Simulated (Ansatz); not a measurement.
Born–Oppenheimer molecular dynamics of F2H5W (8 atoms, charge 0, multiplicity 2). It starts at the highest image of a converged band. Of that band: The profile has 3 maxima (images 1, 4, 6) with wells between them (images 2, 5): this band takes more than one step, which may be the mechanism or a detour left from its start path. A vibrational analysis at the climbing image gives one clearly imaginary mode, 867i cm⁻¹: a first-order saddle point.

The calculation used UKS B3LYP-D4/def2-SVP (Ansatz 0.2.0).

```yaml
ensemble: NVE (velocity Verlet)
time_step: 0.5 fs
steps_asked: 173
starting_velocities_drawn_for: 100 K
seed: 9060
```

First frame:

```xyz
8
Properties=species:S:1:pos:R:3
W 0.374 -0.096 0.182
H -0.852 0.084 1.739
F 2.193 -0.071 0.518
H -0.392 1.357 -0.172
H -1.298 -0.373 0.987
H -0.135 -1.514 -0.588
H 0.097 0.084 -1.483
F 0.144 0.530 2.256
```

Question: What does the run give?

Answer: The run went to its last step.

* steps done: 173
* time covered: 86.5 fs
* mean temperature over the second half: 408 K
* spread of the potential energy over the second half: 8.5 meV per atom
* mean potential energy of the second half above the start: -29.9 meV per atom

The conserved energy stayed within 0.03 meV per atom of its start (net change -0.0015 meV per atom), so the integration is sound. The kinetic energy rose, since the run started high on the potential surface and went downhill. It ends in pieces (FH + FH4W), so much of that is their flight and rotation, not heat. A run of 0.086 ps of so small a system gives no equilibrium averages.

Question: What happens to the structure?

Answer: Between its relaxed ends the band would form H2–F8 and break W1–H2, H2–H5. These pairs go: H2–F8 1.21 → 0.94 Å, W1–H2 1.99 → 3.62 Å, H2–H5 0.99 → 3.47 Å. In the last frame they stand as after the step (other bonds may differ from the relaxed reactants and products). Also parted: W1–F8 2.18 → 3.21 Å. It ends as FH + FH4W. Pairs count as bonded within 1.25 times the sum of covalent radii (0.12 Å more for H–H). This is one draw of velocities; another would differ in detail.

Question: How do temperature and energy run in time?

Answer: 
```
time (fs)  T (K)  potential energy less start (eV)  conserved less start (meV/atom)
        0    100                             0.000                             0.00
      2.5     95                             0.004                             0.01
        5     97                             0.002                             0.01
      7.5    123                            -0.018                             0.00
       10    159                            -0.046                             0.00
     12.5    195                            -0.074                             0.00
       15    247                            -0.114                             0.00
     17.5    298                            -0.154                             0.00
       20    359                            -0.201                            -0.01
     22.5    396                            -0.229                             0.00
       25    431                            -0.257                            -0.01
     27.5    466                            -0.283                             0.01
       30    512                            -0.320                            -0.02
     32.5    520                            -0.325                             0.00
       35    533                            -0.336                             0.00
     37.5    553                            -0.352                            -0.02
       40    541                            -0.342                             0.00
     42.5    529                            -0.333                            -0.01
       45    527                            -0.331                             0.00
     47.5    530                            -0.333                            -0.02
       50    501                            -0.311                             0.00
     52.5    486                            -0.300                             0.01
       55    485                            -0.299                            -0.03
     57.5    444                            -0.267                             0.01
       60    427                            -0.253                             0.00
     62.5    436                            -0.260                            -0.01
       65    424                            -0.251                             0.00
     67.5    415                            -0.245                            -0.01
       70    416                            -0.245                            -0.01
     72.5    395                            -0.229                            -0.01
       75    346                            -0.191                            -0.01
     77.5    309                            -0.162                             0.01
       80    299                            -0.155                            -0.02
     82.5    262                            -0.125                             0.00
       85    246                            -0.113                             0.01
```

Run time: 9.9 min on 2 threads of Arm Neoverse V1 (shared host), peak memory 0.22 GiB.
